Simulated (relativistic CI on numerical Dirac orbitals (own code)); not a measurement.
Radial parameters of Zn XXVIII

Calculated at this level of theory: Dirac-Coulomb-Breit CI, orbitals from a KLI potential per configuration, model QED (radiative potential, 1s self-energy scaled to tabulated hydrogen-like ionisation energies), unscaled Slater integrals (own radial code, finite nucleus).

Slater integrals F^k, G^k are unscaled and averaged over j, outside the closed core 1s2; ζ comes from projecting the Hamiltonian with its Breit term on Σ l·s of the shell.

- 2p: ζ(2p) = 158890 cm⁻¹; <r>(2p) = 0.175, <r^2>(2p) = 0.03688 (bohr units).
- 3p: ζ(3p) = 47005 cm⁻¹; <r>(3p) = 0.4401, <r^2>(3p) = 0.2236 (bohr units).
- 3d: ζ(3d) = 8919.4 cm⁻¹; <r>(3d) = 0.3735, <r^2>(3d) = 0.1596 (bohr units).

Averages of the first 10 configurations, taken without configuration mixing, which lowers the lowest level and can move excited configurations by several eV; other configurations of the list can lie among them:

```json
{"Configuration": "2s", "Parity": "even", "States": "2", "Average energy above the lowest level (eV)": "0.0"}
{"Configuration": "2p", "Parity": "odd", "States": "6", "Average energy above the lowest level (eV)": "77.3"}
{"Configuration": "3s", "Parity": "even", "States": "2", "Average energy above the lowest level (eV)": "1561.5"}
{"Configuration": "3p", "Parity": "odd", "States": "6", "Average energy above the lowest level (eV)": "1583.3"}
{"Configuration": "3d", "Parity": "even", "States": "10", "Average energy above the lowest level (eV)": "1593.8"}
{"Configuration": "4s", "Parity": "even", "States": "2", "Average energy above the lowest level (eV)": "2100.0"}
{"Configuration": "4p", "Parity": "odd", "States": "6", "Average energy above the lowest level (eV)": "2109.1"}
{"Configuration": "4d", "Parity": "even", "States": "10", "Average energy above the lowest level (eV)": "2113.5"}
{"Configuration": "4f", "Parity": "odd", "States": "14", "Average energy above the lowest level (eV)": "2114.4"}
{"Configuration": "5s", "Parity": "even", "States": "2", "Average energy above the lowest level (eV)": "2347.3"}
```
